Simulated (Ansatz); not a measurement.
Reaction (hydrogenolysis of the Si–F bond): `F[SiH2]SS` + H₂ → `[SiH3]SS` + H–F

Program: Ansatz. Geometries: PBE0-D4/def2-TZVP. ΔE: electronic, gas phase. CCSD(T)/CBS is the MP2 limit (def2-TZVPP, def2-QZVPP) plus CCSD(T) − MP2 in def2-TZVPP, frozen cores. This one scheme is used for every species. Functionals use def2-TZVPP. HSE06 is defined as in plane-wave codes. One conformer a species, not always the lowest.

(1) Is it downhill or uphill in electronic energy at CCSD(T)/CBS, and by how much? (An estimate is asked.)

(2) What do these levels give: B2PLYP, PBE, r2SCAN, PBE0, r2SCANh, r2SCAN0, HSE06, LC-ωPBE, MP2/def2-TZVPP, SCS-MP2/def2-TZVPP, SCS-MP2/def2-QZVPP, HF/CBS(def2)? (Best estimate.)

(3) What do rigid-rotor, harmonic-oscillator terms from PBE0-D4/def2-TZVP frequencies (298.15 K, 1 bar) make of the CCSD(T)/CBS value? (Estimate.)

Largest T1 diagnostic among the species: 0.012.

Results:

(1) Ansatz gave: Uphill: ΔE = +114.9 kJ/mol.

(2) Computed: B2PLYP 117.5, PBE 109.7, r2SCAN 122.7, PBE0 107.7, r2SCANh 120.7, r2SCAN0 118.0, HSE06 107.4, LC-ωPBE 111.8, MP2/def2-TZVPP 119.0, SCS-MP2/def2-TZVPP 117.6, SCS-MP2/def2-QZVPP 119.0, HF/CBS(def2) 111.7 kJ/mol.

(3) Computed: ΔZPE = +9.7 kJ/mol, ΔH = +123.3 kJ/mol, ΔS = 27 J/(mol·K), ΔG = +115.2 kJ/mol.

In def2-TZVPP, CCSD(T) changes the Hartree–Fock value by +3.2 kJ/mol (the triples alone add +2.2 kJ/mol) and MP2 by +9.2 kJ/mol. From r2SCAN to r2SCAN0 (25 % exact exchange), in def2-TZVPP and without D4, ΔE moves by −4.6 kJ/mol. Leaving LDA and LC-ωPBE aside and taking each functional with its dispersion term where it has one, the values, not all of them listed here, spread over 14.5 kJ/mol, from HSE06-D4 to r2SCAN-D4. LDA lies +3.4 kJ/mol from PBE without D4.
